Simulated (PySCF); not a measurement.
Geometry:
```csv
atom,x (Å),y (Å),z (Å)
C1,-1.015,1.646,1.124
C2,-1.007,0.346,0.866
C3,-1.933,-0.599,1.571
Si4,0.139,-0.420,-0.443
C5,1.322,-1.686,0.351
P6,-0.930,-1.385,-2.178
O7,0.988,0.777,-1.144
Si8,2.237,1.780,-1.379
H9,-0.357,2.325,0.610
H10,-1.678,2.082,1.857
H11,-2.585,-1.092,0.850
H12,-1.364,-1.374,2.083
H13,-2.551,-0.079,2.300
H14,1.880,-1.242,1.170
H15,0.785,-2.546,0.738
H16,2.037,-2.047,-0.382
H17,-1.730,-2.192,-1.387
H18,-1.908,-0.409,-2.275
H19,2.517,2.461,-0.114
H20,3.381,0.975,-1.804
H21,1.763,2.695,-2.412
```

- shielding tensors at PBE0/pcSseg-1 (GIAO)
- structure optimised with GFN2-xTB
- program: PySCF
- relativity neglected, gas phase, rapidly exchanging positions averaged, single conformer

References, each an isolated molecule treated in the same way: ¹³C (σref 186.93) and ¹H (σref 31.72) and ²⁹Si (σref 349.16) against TMS; H3PO4 for ³¹P (σref 318.38); ¹⁷O (σref 336.08) against H2O.

| atoms | nucleus | count | δ (ppm) |
| --- | --- | --- | --- |
| H9 | ¹H | 1 | 5.70 |
| C1 | ¹³C | 1 | 131.3 |
| H11/H12/H13 | ¹H | 3 | ? |
| H19/H20/H21 | ¹H | 3 | 5.17 |
| O7 | ¹⁷O | 1 | ? |
| H10 | ¹H | 1 | 6.04 |
| H14/H15/H16 | ¹H | 3 | 0.34 |
| C3 | ¹³C | 1 | ? |
| P6 | ³¹P | 1 | -288.1 |
| H17/H18 | ¹H | 2 | 1.05 |
| Si4 | ²⁹Si | 1 | 7.6 |
| C2 | ¹³C | 1 | 157.1 |
| Si8 | ²⁹Si | 1 | -43.1 |
| C5 | ¹³C | 1 | ? |

**Question.** Estimate the values marked ?.

**Answer.** 
- C3: 24.8 ppm, allylic methyl carbon; a saturated carbon with 1 carbon neighbour and no heteroatom attached
- C5: 2.5 ppm, methyl carbon bonded to Si; an electropositive neighbour leaves it electron-rich and shielded
- H11/H12/H13: 1.88 ppm, hydrogen on an allylic methyl carbon; allylic position
- O7: 25.4 ppm, oxygen bonded to 2 Si

Shifts are as computed. Against solution values, carbons near 30 ppm lie about +3 ppm off and those near 130 ppm about +5 ppm. Of 1211 compounds with measured shifts, 218 miss one by over three times the rms of a fit or turn the order of signals round; such compounds aren't used in these exercises. Experimental scales use liquid or dissolved standards, which lie at an offset from isolated H2O (liquid H2O: subtract about 36 ppm) and H3PO4.
